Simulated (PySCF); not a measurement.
# Run times: platinum in cc-pVTZ-PP with ECP60MDF

Measured wall times of calculations with PySCF 2.14 in cc-pVTZ-PP with ECP60MDF (5s5p4d2f1g, 63 functions), with a scalar-relativistic core potential, run from one Python driver. Hardware: 1 thread of Neoverse-V1 on a shared host, 1.3 GiB allowed. The two-electron integrals over 63 functions were computed once and kept in memory (0.4 CPU seconds with the set-up); the times below exclude them. Kohn-Sham runs start from converged Hartree-Fock orbitals.

Launch command (the driver calls PySCF for each step listed in the task file):

```bash
OMP_NUM_THREADS=1 python atomrun2.py TASK.json OUT
```

```tsv
species	step	iterations	wall time (s)
Pt [Xe] 4f14 5d9 6s1	UHF	10	0.55
Pt [Xe] 4f14 5d9 6s1	LDA	10	1.1
Pt [Xe] 4f14 5d9 6s1	MN15	10	4.1
Pt [Xe] 4f14 5d9 6s1	MP2 (10 electrons)		0.13
Pt⁺ [Xe] 4f14 5d9	UHF	12	0.53
Pt⁺ [Xe] 4f14 5d9	LDA	10	1.1
Pt⁺ [Xe] 4f14 5d9	MN15	12	4.7
Pt⁺ [Xe] 4f14 5d9	MP2 (9 electrons)		0.12
```

Peak memory of the process: 0.25 GiB. Times on a shared host vary from run to run.
